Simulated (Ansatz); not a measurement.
The cluster AlCu2⁺. Total charge 1; triplet. Geometry PBE-D4/def2-TZVP, that of the neutral doublet.

```xyz
3

Al    1.247   -0.729    0.198
Cu   -0.826    0.336    1.056
Cu   -0.422    0.393   -1.254
```

At PBE0-D4/def2-TZVP a singlet of charge 1 lies 0.42 eV below the triplet at the same geometry. The structure comes from a short search, and lower isomers may exist.

Estimate the α-spin orbital energies around the gap (eV) in Ansatz with PBE-D4/def2-TZVP, r2SCAN-D4/def2-TZVP, PBE0-D4/def2-TZVP.


```json
{"orbital": "HOMO−5", "PBE-D4/def2-TZVP": "-11.66", "r2SCAN-D4/def2-TZVP": "-11.68", "PBE0-D4/def2-TZVP": "-13.51"}
{"orbital": "HOMO−4", "PBE-D4/def2-TZVP": "-11.51", "r2SCAN-D4/def2-TZVP": "-11.52", "PBE0-D4/def2-TZVP": "-13.29"}
{"orbital": "HOMO−3", "PBE-D4/def2-TZVP": "-11.41", "r2SCAN-D4/def2-TZVP": "-11.43", "PBE0-D4/def2-TZVP": "-13.23"}
{"orbital": "HOMO−2", "PBE-D4/def2-TZVP": "-11.35", "r2SCAN-D4/def2-TZVP": "-11.37", "PBE0-D4/def2-TZVP": "-13.20"}
{"orbital": "HOMO−1", "PBE-D4/def2-TZVP": "-10.81", "r2SCAN-D4/def2-TZVP": "-10.91", "PBE0-D4/def2-TZVP": "-11.43"}
{"orbital": "HOMO", "PBE-D4/def2-TZVP": "-9.55", "r2SCAN-D4/def2-TZVP": "-9.64", "PBE0-D4/def2-TZVP": "-10.10"}
{"orbital": "LUMO", "PBE-D4/def2-TZVP": "-8.27", "r2SCAN-D4/def2-TZVP": "-8.06", "PBE0-D4/def2-TZVP": "-7.40"}
{"orbital": "LUMO+1", "PBE-D4/def2-TZVP": "-7.47", "r2SCAN-D4/def2-TZVP": "-7.28", "PBE0-D4/def2-TZVP": "-6.64"}
{"orbital": "LUMO+2", "PBE-D4/def2-TZVP": "-6.94", "r2SCAN-D4/def2-TZVP": "-6.71", "PBE0-D4/def2-TZVP": "-6.04"}
{"orbital": "LUMO+3", "PBE-D4/def2-TZVP": "-5.70", "r2SCAN-D4/def2-TZVP": "-5.54", "PBE0-D4/def2-TZVP": "-4.81"}
{"orbital": "LUMO+4", "PBE-D4/def2-TZVP": "-5.04", "r2SCAN-D4/def2-TZVP": "-4.78", "PBE0-D4/def2-TZVP": "-4.02"}
{"orbital": "LUMO+5", "PBE-D4/def2-TZVP": "-3.92", "r2SCAN-D4/def2-TZVP": "-3.55", "PBE0-D4/def2-TZVP": "-2.99"}
{"orbital": "β HOMO", "PBE-D4/def2-TZVP": "-11.22", "r2SCAN-D4/def2-TZVP": "-11.22", "PBE0-D4/def2-TZVP": "-12.97"}
{"orbital": "β LUMO", "PBE-D4/def2-TZVP": "-9.85", "r2SCAN-D4/def2-TZVP": "-9.32", "PBE0-D4/def2-TZVP": "-8.77"}
```
